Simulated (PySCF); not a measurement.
**Fractional electron number in V⁺ (vanadium, charge +1)**

The 3d alpha orbital of [Ar] 3d4 is emptied in steps (occupation f), with all orbitals relaxed, ending at [Ar] 3d3. Calculation: PySCF 2.14, in aug-cc-pVTZ-DK; scalar relativity by spin-free X2C-1e. The exact energy is a straight line in f; departures are measured from the line between the end points of the same method.

```json
{"f": "1", "BHandHLYP (eV)": "0.000", "wB97X (eV)": "0.000", "M06-2X (eV)": "0.000"}
{"f": "0.75", "BHandHLYP (eV)": "-0.383", "wB97X (eV)": "-0.269", "M06-2X (eV)": "-0.374"}
{"f": "0.5", "BHandHLYP (eV)": "-0.526", "wB97X (eV)": "-0.365", "M06-2X (eV)": "-0.512"}
{"f": "0.25", "BHandHLYP (eV)": "-0.404", "wB97X (eV)": "-0.282", "M06-2X (eV)": "-0.391"}
{"f": "0", "BHandHLYP (eV)": "0.000", "wB97X (eV)": "0.000", "M06-2X (eV)": "0.000"}
```

```csv
method,E(f=0) − E(f=1) (eV),−ε at f=1 (eV),−ε at f=0.5 (eV)
BHandHLYP,14.454,12.480,14.399
wB97X,14.578,13.316,14.538
M06-2X,14.691,12.783,14.661
```

Orbital energy along the path (eV):

```json
{"f": "1", "BHandHLYP": "-12.480", "wB97X": "-13.316", "M06-2X": "-12.783"}
{"f": "0.75", "BHandHLYP": "-13.385", "wB97X": "-13.864", "M06-2X": "-13.638"}
{"f": "0.5", "BHandHLYP": "-14.399", "wB97X": "-14.538", "M06-2X": "-14.661"}
{"f": "0.25", "BHandHLYP": "-15.493", "wB97X": "-15.300", "M06-2X": "-15.690"}
{"f": "0", "BHandHLYP": "-16.666", "wB97X": "-16.124", "M06-2X": "-16.869"}
```

Reference removal energy between the ground levels: 14.634 ± 0.007 eV (measured; NIST Atomic Spectra Database, ionization energies). The calculation has no spin-orbit coupling. The determinant left behind need not be the lowest term of the ion.
